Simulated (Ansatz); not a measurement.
`CN(C)c1ccc(-c2ncccn2)nc1` was relaxed with PBE-D4 (def2-SVP) in Ansatz in these states: charge -1 doublet, neutral singlet. The geometries follow in no particular order.

A:

```xyz
27

C    -3.868   -0.742   -0.999
N    -3.119   -0.259    0.144
C    -3.815    0.140    1.352
C    -1.749   -0.147    0.066
C    -1.022   -0.503   -1.103
C     0.364   -0.372   -1.114
C     1.032    0.113    0.031
C     2.511    0.254    0.035
N     3.157   -0.107   -1.101
C     4.487    0.014   -1.107
C     5.205    0.491    0.000
C     4.436    0.835    1.123
N     3.105    0.723    1.154
N     0.354    0.459    1.144
C    -0.967    0.339    1.163
H    -3.749   -0.084   -1.891
H    -4.943   -0.778   -0.745
H    -3.556   -1.769   -1.298
H    -3.481   -0.444    2.239
H    -4.899   -0.032    1.223
H    -3.666    1.219    1.588
H    -1.537   -0.881   -1.996
H     0.957   -0.640   -1.999
H     5.007   -0.280   -2.038
H     6.300    0.589   -0.012
H     4.920    1.221    2.040
H    -1.463    0.639    2.102
```

B:

```
atom    x (Å)    y (Å)    z (Å)
  C1   0.0878  -3.7807   1.3541
  N2  -0.7677  -3.0844   0.4129
  C3  -1.0276  -3.8645  -0.7704
  C4  -0.4775  -1.6963   0.2245
  C5  -0.5692  -0.7892   1.3271
  C6  -0.2940   0.5523   1.1354
  C7   0.0714   1.0409  -0.1657
  C8   0.3649   2.4437  -0.3598
  N9   0.2893   3.2729   0.7528
 C10   0.5539   4.5558   0.5731
 C11   0.9071   5.1205  -0.6791
 C12   0.9591   4.1874  -1.7490
 N13   0.7029   2.8968  -1.6245
 N14   0.1305   0.1718  -1.2342
 C15  -0.1216  -1.1187  -1.0190
 H16   1.1110  -4.0098   0.9412
 H17  -0.3740  -4.7471   1.6602
 H18   0.2344  -3.1689   2.2653
 H19  -1.7659  -3.3457  -1.4147
 H20  -1.4464  -4.8548  -0.4826
 H21  -0.1170  -4.0672  -1.4019
 H22  -0.8801  -1.1621   2.3181
 H23  -0.3581   1.2821   1.9555
 H24   0.4881   5.2051   1.4736
 H25   1.1242   6.1912  -0.8096
 H26   1.2290   4.5401  -2.7695
 H27  -0.0545  -1.7709  -1.9141
```

Judge from the bond lengths which geometry belongs to which state (an estimate).

A is the neutral singlet (N2–C4 1.377 Å, C7–C8 1.485 Å, C8–N9 1.355 Å); B is the charge -1 doublet (N2–C4 1.431 Å, C7–C8 1.446 Å, C8–N9 1.390 Å).

At PBE-D4/def2-SVP the highest occupied level of the relaxed charge -1 doublet lies above zero (up to 1.78 eV). By energy differences its removal costs 0.11 eV (each at its own geometry, to the charge 0 singlet, at PBE-D4/def2-SVP); self-interaction error and the lack of diffuse functions both raise the level.
